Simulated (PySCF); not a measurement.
Computed shifts of a molecule C4H3BrClF, HF/pcSseg-1 (PySCF), GIAO, gas phase, equivalent atoms averaged, in ppm (number of nuclei): ¹³C: 166.4 (1), 144.3 (1), 137.8 (1), 107.4 (1). ¹⁹F: -102.5 (1). ¹H: 7.43 (1), 5.89 (2). References: ¹³C against TMS (σ = 192.6 ppm); ¹⁹F against CFCl3 (σ = 238.5 ppm); ³⁵Cl against HCl (σ = 958.2 ppm); ¹H against TMS (σ = 31.99 ppm), references at their B3LYP-D3(BJ)/def2-TZVP geometries, non-relativistic (without spin–orbit terms, shifts of atoms bonded to Cl or Br come out too high). The structure is a stationary point at B3LYP-D3(BJ)/def2-SVP. Other conformers were not sampled.

**Question.** Which structure fits?
A) C=C(F)/C(Br)=C/Cl
B) CC(Br)=C=C(F)Cl
C) C=C(Cl)/C=C(\F)Br
D) C=C(Br)/C(F)=C\Cl

**Answer.** A, C=C(F)/C(Br)=C/Cl
